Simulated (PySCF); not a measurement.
## Radial density of Ba⁴⁰⁺ (barium, charge +40)

UHF, [Ne] 3s2 3p4, high-spin 3P determinant. Computed with PySCF 2.14 in an even-tempered Gaussian basis (16 s from 6.9 bohr⁻², ratio 2.5; 10 p from 9 bohr⁻², ratio 2.5; 5 d from 40 bohr⁻², ratio 2.7; 4 f from 60 bohr⁻², ratio 2.7), with no relativity, point nucleus.

```tsv
r (bohr)	4πr²ρ (e/bohr)	4πr²(ρα − ρβ)
0.000505	0.3782	0.0000
0.000850	1.030	0.0000
0.00143	2.730	0.0001
0.00241	6.924	0.0005
0.00405	16.31	0.0026
0.00681	33.91	0.0158
0.0114	57.42	0.0926
0.0193	70.67	0.4682
0.0324	62.67	1.7295
0.0545	71.85	3.4553
0.0916	81.36	1.3364
0.154	32.86	2.1703
0.259	30.10	9.5474
0.436	4.845	1.4921
0.733	0.03427	0.0095
```

A non-relativistic calculation at this Z misses sizeable relativistic shifts. Spin-orbit coupling is strong in this species (close to jj coupling), so the high-spin LS determinant is a model state, not a physical level.
